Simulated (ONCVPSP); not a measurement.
# u(r) = r·R(r): atom against pseudo-atom (tungsten)

Columns: radius, all-electron u(r) and pseudo u(r) of the 5s shell (level -79.11 eV) of tungsten in the configuration [Kr] 4d10 4f14 5s2 5p6 5d4 6s2; PBEsol, scalar-relativistic, ONCV scheme, ONCVPSP 4.0.1.

```tsv
r (bohr)	all-electron	pseudo
0.115	0.2880	0.1222
0.230	-0.0291	0.2570
0.345	-0.6178	0.4106
0.460	-0.3576	0.5784
0.575	0.2271	0.7458
0.690	0.7285	0.8922
0.805	1.0286	0.9976
0.920	1.1455	1.0485
1.035	1.1338	1.0416
1.150	1.0462	0.9835
1.265	0.9220	0.8883
1.380	0.7871	0.7727
1.495	0.6566	0.6520
1.610	0.5384	0.5374
1.725	0.4357	0.4356
1.840	0.3491	0.3490
1.955	0.2775	0.2774
2.070	0.2191	0.2191
2.185	0.1722	0.1721
2.300	0.1347	0.1347
2.415	0.1051	0.1050
2.530	0.0817	0.0817
2.645	0.0634	0.0633
2.760	0.0490	0.0490
2.875	0.0379	0.0379
2.990	0.0292	0.0292
```

(1) How many radial nodes do the two functions have?

(2) At about which radius was the pseudo-wave matched?

(3) Is the pseudo-wave norm-conserving?

Results:

(1) The all-electron 5s function has n − l − 1 = 4 (the table is too coarse to show those close to the nucleus); the pseudo-wave has 0, since the states of the same l below it are removed with the core.

(2) 1.85 bohr. The columns agree to 0.0005 from 1.73 bohr on; several derivatives are matched, so the curves merge somewhat inside the radius.

(3) Yes: the ONCV scheme keeps the norm inside the radius equal to the all-electron one, which fixes the energy derivative of the logarithmic derivative at the level.
